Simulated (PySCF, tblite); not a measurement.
Isomers of [C8H13FP]+ (charge +1), one GFN2-xTB conformer each. Single-point energies are computed at PBE0/pcSseg-1 (PySCF, gas phase, no added dispersion term), electronic only.

```tsv
SMILES	GFN2-xTB relative energy (kJ/mol)
C/C=C/[P@@+]1(C)C=C(F)CC1	0.0
C=CC1=C(F)C[P@@H+](CC)C1	42.9
```

Conformers: `[CH3:1]/[CH:2]=[CH:3]/[P@@+:4]1([CH3:5])[CH:6]=[C:7]([F:8])[CH2:9][CH2:10]1` (charge +1) with C2–C3–P4–C5 0°; `[CH2:1]=[CH:2][C:3]1=[C:4]([F:5])[CH2:6][P@@H+:7]([CH2:8][CH3:9])[CH2:10]1` (charge +1) with C1–C2–C3–C4 175°, C6–P7–C8–C9 -69°, C3–C4–C6–P7 -13°, C4–C6–P7–C8 -102°, C6–P7–C10–C3 -17°, C2–C3–C10–P7 -169°.

Question: What does PBE0/pcSseg-1 give for the same structures?

Answer: 
```csv
SMILES,PBE0/pcSseg-1 E (Eh),PBE0/pcSseg-1 (kJ/mol),GFN2-xTB (kJ/mol),point group
C/C=C/[P@@+]1(C)C=C(F)CC1,-752.95974,0.0,0.0,C1
C=CC1=C(F)C[P@@H+](CC)C1,-752.93465,65.9,42.9,C1
```

Both levels put the same isomer lowest. 

Question: Which frontier levels and rotational constants go with these structures?

Answer: 
```json
{"SMILES": "C/C=C/[P@@+]1(C)C=C(F)CC1", "HOMO (eV, PBE0/pcSseg-1)": "-11.97", "LUMO (eV)": "-5.10", "A, B, C (MHz)": "2231, 582.7, 555.8"}
{"SMILES": "C=CC1=C(F)C[P@@H+](CC)C1", "HOMO (eV, PBE0/pcSseg-1)": "-10.51", "LUMO (eV)": "-4.75", "A, B, C (MHz)": "1850, 713.9, 577.5"}
```

Question: What happens when harmonic zero-point energies from GFN2-xTB frequencies are added?

Answer: 
```json
{"SMILES": "C/C=C/[P@@+]1(C)C=C(F)CC1", "ZPE (kJ/mol)": "486.7", "electronic (kJ/mol)": "0.0", "with ZPE (kJ/mol)": "0.0"}
{"SMILES": "C=CC1=C(F)C[P@@H+](CC)C1", "ZPE (kJ/mol)": "483.8", "electronic (kJ/mol)": "65.9", "with ZPE (kJ/mol)": "63.0"}
```

The zero-point energies span 2.9 kJ/mol. The order is unchanged.
